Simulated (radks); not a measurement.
The mean radii <r> (bohr) of the occupied orbitals of an atom or ion are listed with their occupations. Calculated with a radial shooting solver on a logarithmic mesh with Libxc functionals: scalar-relativistic Kohn-Sham, LDA (Slater exchange, Perdew-Wang correlation), spin-polarised, spherical densities, finite nucleus; Fermi nuclear charge, rms radius of each element as measured or else 0.836 A^(1/3) + 0.57 fm.

| orbital | occ. | <r> |
|---|---|---|
| 1s up | 1 | 0.02276 |
| 1s down | 1 | 0.02276 |
| 2s up | 1 | 0.09708 |
| 2s down | 1 | 0.09708 |
| 2p up | 3 | 0.08550 |
| 2p down | 3 | 0.08550 |
| 3s up | 1 | 0.2553 |
| 3s down | 1 | 0.2552 |
| 3p up | 3 | 0.2536 |
| 3p down | 3 | 0.2534 |
| 3d up | 5 | 0.2312 |
| 3d down | 5 | 0.2309 |
| 4s up | 1 | 0.5797 |
| 4s down | 1 | 0.5796 |
| 4p up | 3 | 0.6138 |
| 4p down | 3 | 0.6138 |
| 4d up | 5 | 0.6713 |
| 4d down | 5 | 0.6720 |
| 5s up | 1 | 1.402 |
| 5s down | 1 | 1.421 |
| 5p up | 3 | 1.649 |
| 5p down | 3 | 1.678 |
| 4f up | 6 | 0.9870 |
| 6s up | 1 | 3.816 |

Name the element and its charge. Open shells, if any, are filled with parallel spins first.

Answer. Z = 62, samarium, charge +1: Sm+ in [Xe] 4f6 6s1. The 1s radius gives Z: for a bare nucleus <r> = (2 gamma + 1)/(2Z) with gamma = sqrt(1 - (Z/c)^2), 0.02245 bohr for Z = 62, and screening makes it slightly larger (0.02276 here). The occupations add up to 61, and the charge is Z minus that.
